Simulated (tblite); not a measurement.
Compound: C8H17P.
Geometry (GFN2-xTB, Å), atoms numbered from 1 in this order:
```xyz
26
C8H17P angstrom
C     -3.485    0.811    0.464
C     -2.707   -0.408   -0.021
C     -1.208   -0.254    0.206
C     -0.514    0.808   -0.665
P      0.922   -0.334   -1.066
C      1.999    0.012    0.439
C      2.949   -1.161    0.654
C      2.778    1.303    0.206
C     -0.359   -1.448   -0.260
H     -3.147    1.708   -0.049
H     -3.344    0.954    1.534
H     -4.548    0.686    0.273
H     -2.896   -0.560   -1.086
H     -3.056   -1.298    0.510
H     -1.036   -0.050    1.266
H     -0.265    1.747   -0.173
H     -1.080    1.027   -1.572
H      1.358    0.127    1.320
H      2.398   -2.089    0.797
H      3.572   -0.995    1.532
H      3.600   -1.283   -0.210
H      2.103    2.138    0.025
H      3.429    1.199   -0.661
H      3.393    1.541    1.072
H     -0.004   -2.118    0.522
H     -0.872   -2.040   -1.020
```

All values are computed: GFN2-xTB (tblite) harmonic vibrations without scaling, gas phase. The method is semi-empirical: single wavenumbers can be off by several per cent or more. One conformer, not necessarily the lowest.

Harmonic wavenumbers (cm⁻¹): 57.3, 64.9, 107.5, 129.3, 183.0, 189.9, 204.8, 225.1, 238.6, 286.3, 309.3, 386.9, 411.4, 428.7, 548.8, 642.9, 710.1, 747.1, 755.2, 815.6, 851.7, 893.1, 930.1, 936.2, 981.7, 999.5, 1002.0, 1011.9, 1044.9, 1068.2, 1110.9, 1126.2, 1134.9, 1166.0, 1172.2, 1177.0, 1205.2, 1235.8, 1252.2, 1271.4, 1289.3, 1310.6, 1356.6, 1406.6, 1414.4, 1419.0, 1441.9, 1446.1, 1490.8, 1494.1, 1494.6, 1501.6, 1502.3, 1505.3, 1507.1, 2903.7, 2941.9, 2957.6, 2969.4, 2970.9, 2977.2, 2986.4, 2987.6, 3007.1, 3011.5, 3015.5, 3019.2, 3025.4, 3026.6, 3028.3, 3034.0, 3039.7.

A = 2776, B = 706.3, C = 659.7 MHz; mass 144.107 u (most abundant isotopes); point group C1, symmetry number 1.

Task: Zero-point energy?

Result: Half the sum of the wavenumbers: 50748 cm⁻¹ = 607.08 kJ/mol.

Task: Give the ideal-gas entropy at 273.15 K and 1 bar in the rigid-rotor, harmonic-oscillator model (classical rotation).

Result: Translation 169.03, rotation 124.00, vibration 132.59: S = 425.6 J/(mol K).

Task: And Cp and H(273.15 K) − H(0)?

Result: Cp = 175.90 J/(mol K), of which vibrations give 142.64 (their classical limit is 72 R = 598.6); H(273.15 K) − H(0) = 28.76 kJ/mol without the zero-point energy, 19.68 from vibrations.

Task: Which modes carry the vibrational entropy at 273.15 K?

Result: 57.3 cm⁻¹: 18.31; 64.9 cm⁻¹: 17.28; 107.5 cm⁻¹: 13.15; 129.3 cm⁻¹: 11.67; 183.0 cm⁻¹: 8.93; 189.9 cm⁻¹: 8.65 J/(mol K); the other 66 give 54.60 together.

Task: How do the functions run with temperature in this model?

Result: 
```
T (K)  S (J/(mol K))  Cp (J/(mol K))  H − H(0) (kJ/mol)  G − H(0) (kJ/mol)  ln q(vib)
  100          299.4            89.9               5.81             -24.12       1.79
  200          377.1           138.4              17.30             -58.12       4.95
  300          442.8           190.7              33.68             -99.15       8.13
  500          565.9           296.8              82.79            -200.16      14.49
  800          731.2           406.2             189.60            -395.37      23.90
 1000          827.4           455.1             275.98            -551.41      29.89
```

q(vib) and H(0) count from the zero-point level.

Task: What must be added to the electronic energy to get the Gibbs energy at 273.15 K and 1 bar?

Result: ZPE + [H(273.15 K) − H(0)] − T·S = 607.08 + 28.76 − 116.26 = 519.58 kJ/mol.

Hindered rotation and anharmonicity are outside this model. Other conformers, if any are populated, would add a mixing term that is left out. The structure is chiral; the term R ln 2 for an equal mix with its mirror image is left out.
